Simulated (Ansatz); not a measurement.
A nudged elastic band was laid between two geometries of ClGeH₅OSn (9 atoms, charge 0, multiplicity 1).

Level of theory: RKS PBE0-D4/def2-SVP (Ansatz).

```
movable images  : 7
climbing image  : yes
spring          : 5.0 eV/Å²
optimiser       : quadratic models (default)
start path      : IDPP
force threshold : 0.05 eV/Å
iteration limit : 29
end points      : relaxed
```

Image 0:

```xyz
9
Properties=species:S:1:pos:R:3
O 0.234 2.022 -0.973
Ge 0.832 0.752 0.113
Cl 2.537 -0.218 -0.844
Sn -0.922 -1.142 0.499
H -0.051 1.684 -1.830
H 1.365 1.526 1.327
H -1.379 -1.745 -1.037
H -0.223 -2.396 1.427
H -2.305 -0.529 1.301
```

Image 8:

```xyz
9
Properties=species:S:1:pos:R:3
O -0.068 1.774 -1.101
Ge 0.758 0.646 -0.005
Cl 2.428 -0.254 -1.084
Sn -0.967 -1.224 0.525
H 0.503 2.484 -1.417
H 1.417 1.424 1.156
H -1.436 -1.945 -0.949
H -0.218 -2.386 1.533
H -2.328 -0.564 1.325
```

Q: Which bonds break or form, and what moves?

A: No bond is made or broken. The dihedral H5–O1–Ge2–Sn4 goes from -56 to -176°.

Q: Give the energies along the band, and the barrier.

A: It converged. The highest image is number 4 of 0 to 8, 0.6 kcal/mol above the first end and 0.7 kcal/mol above the last; the last end lies 0.1 kcal/mol below the first. A vibrational analysis at the climbing image gives one clearly imaginary mode, 214i cm⁻¹: a first-order saddle point.

```
image  path coordinate (Å)  energy (kcal/mol)  dihedral H5–O1–Ge2–Sn4 (°)
    0                 0.00                0.0                         -56
    1                 0.19                0.1                         -66
    2                 0.38                0.3                         -80
    3                 0.57                0.5                         -96
    4                 0.75                0.6                        -114
    5                 0.96                0.5                        -133
    6                 1.17                0.2                        -151
    7                 1.38                0.0                        -167
    8                 1.58               -0.1                        -176
```

Q: What is the geometry of the highest image?

A: 
```xyz
9
Properties=species:S:1:pos:R:3
O 0.010 1.943 -0.990
Ge 0.753 0.722 0.069
Cl 2.405 -0.137 -1.068
Sn -0.951 -1.188 0.565
H 0.428 1.972 -1.858
H 1.386 1.453 1.270
H -1.458 -1.848 -0.928
H -0.187 -2.397 1.505
H -2.298 -0.567 1.417
```

Q: What are the harmonic wavenumbers there?

A: 214i, 74, 77, 121, 181, 232, 391, 399, 411, 645, 695, 711, 727, 729, 751, 883, 1936, 1945, 1952, 2138, 3897 cm⁻¹.

Time of the run: 4.3 min on 2 threads of Intel(R) Xeon(R) Platinum 8175M CPU @ 2.50GHz (Skylake/Cascade Lake), on a shared host, peak memory 0.35 GiB.
